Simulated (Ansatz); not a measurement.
Stepwise reaction of `[CH3][AlH][NH][SiH2]C` with hydrogen, as a gas-phase model of exchange steps in deposition or etching. ΔE in kJ/mol.

Computed with Ansatz on PBE0-D4/def2-TZVP structures; ΔE is electronic, products minus reactants. CCSD(T)/CBS is the MP2 limit (def2-TZVPP, def2-QZVPP) plus CCSD(T) − MP2 in def2-TZVPP, frozen cores. This one scheme is used for every species. Functionals use def2-TZVPP. B3LYP here is the variant with VWN-RPA as its local correlation; programs differ in this. One conformer a species, not always the lowest.

| step | reaction | PBE-D4 | B3LYP-D4 | ωB97M-V | CCSD(T)/CBS |
| --- | --- | --- | --- | --- | --- |
| 2 | `C[SiH2][NH][AlH2]` + H₂ → `[AlH2][NH][SiH3]` + CH₄ | -19.4 | -24.9 | -21.6 | -21.4 |

Task: Give the row of step 1, `[CH3][AlH][NH][SiH2]C` + H₂ → `C[SiH2][NH][AlH2]` + CH₄. (Best estimate.)

Result: The calculation gave: 
```json
{"step": "1", "reaction": "`[CH3][AlH][NH][SiH2]C` + H₂ → `C[SiH2][NH][AlH2]` + CH₄", "PBE-D4": "-21.0", "B3LYP-D4": "-26.8", "ωB97M-V": "-23.8", "CCSD(T)/CBS": "-23.3"}
```

Task: By hand: ΔE of the 2 steps together at CCSD(T)/CBS.

Result: (-23.3) + (-21.4) = -44.7 kJ/mol, or -22.4 kJ/mol a step.

In ΔE the steps differ by no more than 1.9 kJ/mol. All are downhill at CCSD(T)/CBS. PBE-D4 differs from CCSD(T)/CBS by 2.0 to 2.3 kJ/mol a step. Isolated molecules leave out the surface, adducts and barriers. Largest T1 diagnostic: 0.011.
